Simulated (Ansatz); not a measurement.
Computed with Ansatz on PBE0-D4/def2-TZVP structures; ΔE is electronic, products minus reactants. CCSD(T)/CBS adds triple-zeta CCSD(T) − MP2 to the extrapolated MP2 energy (def2 sets, frozen cores). This one scheme is used for every species. Functionals use def2-TZVPP. def2 core potentials past Kr. For Sn outer-core shells are correlated without core-valence functions, which leaves a few kJ/mol of doubt a bond.

`[SH][SnH3]` + `FC[SiH3]` → `F[CH]([SiH3])[SnH3]` + H₂S  (formal exchange of groups at the Sn–S bond)

Q: Is it downhill or uphill in electronic energy at CCSD(T)/CBS, and by how much? (Best estimate.)

A: Ansatz gave: Uphill: ΔE = +0.87 eV.

Q: What do these levels give: B97M-V, CAM-B3LYP-D4, PBE, HF/def2-SVP, CCSD(T)/def2-SVP, CCSD/def2-TZVPP? (Best estimate.)

A: Computed: B97M-V 0.93, CAM-B3LYP-D4 0.89, PBE 0.90, HF/def2-SVP 1.10, CCSD(T)/def2-SVP 0.86, CCSD/def2-TZVPP 0.87 eV.

Largest T1 diagnostic among the species: 0.013.

From r2SCAN to r2SCAN0 (25 % exact exchange), in def2-TZVPP and without D4, ΔE moves by +0.04 eV. The D4 term adds −0.06 eV with B3LYP and −0.04 eV with PBE0; it sums over pairs of atoms, weighted by their polarisabilities, and B3LYP, whose exchange is more repulsive, gets the larger term. In def2-TZVPP, CCSD(T) changes the Hartree–Fock value by −0.26 eV (the triples alone add −0.03 eV) and MP2 by −0.23 eV.

B3LYP here is the variant with VWN-RPA as its local correlation; programs differ in this.
